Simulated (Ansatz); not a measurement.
Basis-set series for C$_{6}$H$_{16}$BNSi, SMILES `BN(CC=C)[Si](C)(C)C`. Charge 0, multiplicity 1. Geometry: relaxed with PBE0-D4/def2-TZVP. It is one conformer, not always the lowest.

```json
{"functional": "PBE0-D4", "basis": "def2-TZVPP", "functions": "514", "energy (Eh)": "-607.05688", "HOMO (eV)": "-7.53", "LUMO (eV)": "-0.31"}
{"functional": "PBE0-D4", "basis": "def2-QZVPP", "functions": "1006", "energy (Eh)": "-607.08517", "HOMO (eV)": "-7.54", "LUMO (eV)": "-0.38"}
{"functional": "ωB97M-V", "basis": "def2-TZVPP", "functions": "514", "energy (Eh)": "-607.36938", "HOMO (eV)": "-9.80", "LUMO (eV)": "1.55"}
{"functional": "ωB97M-V", "basis": "def2-QZVPP", "functions": "1006", "energy (Eh)": "-607.39613", "HOMO (eV)": "-9.80", "LUMO (eV)": "1.30"}
```

Question: Give the rows for def2-SVP. (Estimate.)

Answer: Ansatz gave: 
| functional | basis | functions | energy (Eh) | HOMO (eV) | LUMO (eV) |
| --- | --- | --- | --- | --- | --- |
| PBE0-D4 | def2-SVP | 210 | -606.60495 | -7.49 | -0.08 |
| ωB97M-V | def2-SVP | 210 | -606.89561 | -9.74 | 1.98 |

Positive LUMOs are unbound and depend on the basis.
